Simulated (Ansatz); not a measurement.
Consider the ligand exchange at the In–C bond: `[InH2][CH]1BO1` + HBr → `[Br][InH2]` + `B1CO1`.

Isolated molecules relaxed with PBE0-D4/def2-TZVP in Ansatz; ΔE leaves out vibrations. CBS: MP2 limit from def2 TZ/QZ plus the TZ coupled-cluster correction, frozen cores. DFT in def2-TZVPP. def2 core potentials past Kr. For Br, In outer-core shells are correlated without core-valence functions, which leaves a few kJ/mol of doubt a bond. Scalar relativity is left out up to krypton.

**Question.** Is it downhill or uphill in electronic energy at CCSD(T)/CBS, and by how much? (Best estimate.)

**Answer.** Computed: Downhill: ΔE = -167.3 kJ/mol.

**Question.** What do these levels give: revPBE-D4, r2SCAN0-D4, revPBE, r2SCANh, r2SCAN0, BHLYP, LC-ωPBE, MP2/def2-SVP, MP2/def2-TZVPP, HF/CBS(def2), MP2/CBS(def2), CCSD/CBS(def2)? (Estimate.)

**Answer.** Ansatz gave: revPBE-D4 -158.8, r2SCAN0-D4 -176.5, revPBE -164.7, r2SCANh -173.7, r2SCAN0 -177.3, BHLYP -184.3, LC-ωPBE -169.4, MP2/def2-SVP -173.5, MP2/def2-TZVPP -163.0, HF/CBS(def2) -199.9, MP2/CBS(def2) -169.1, CCSD/CBS(def2) -172.2 kJ/mol.

**Question.** What do rigid-rotor, harmonic-oscillator terms from PBE0-D4/def2-TZVP frequencies (298.15 K, 1 bar) make of the CCSD(T)/CBS value? (An estimate is asked.)

**Answer.** Computed: ΔZPE = +14.5 kJ/mol, ΔH = -155.8 kJ/mol, ΔS = 8 J/(mol·K), ΔG = -158.1 kJ/mol.

Largest T1 diagnostic among the species: 0.016.

From BLYP to BHLYP (50 % exact exchange), in def2-TZVPP and without D4, ΔE moves by −17.5 kJ/mol. In def2-TZVPP, CCSD(T) changes the Hartree–Fock value by +39.1 kJ/mol (the triples alone add +4.8 kJ/mol) and MP2 by +37.4 kJ/mol. The D4 term adds +3.9 kJ/mol with B3LYP and +2.1 kJ/mol with PBE0; it sums over pairs of atoms, weighted by their polarisabilities, and B3LYP, whose exchange is more repulsive, gets the larger term.

B3LYP here is the variant with VWN-RPA as its local correlation; programs differ in this.
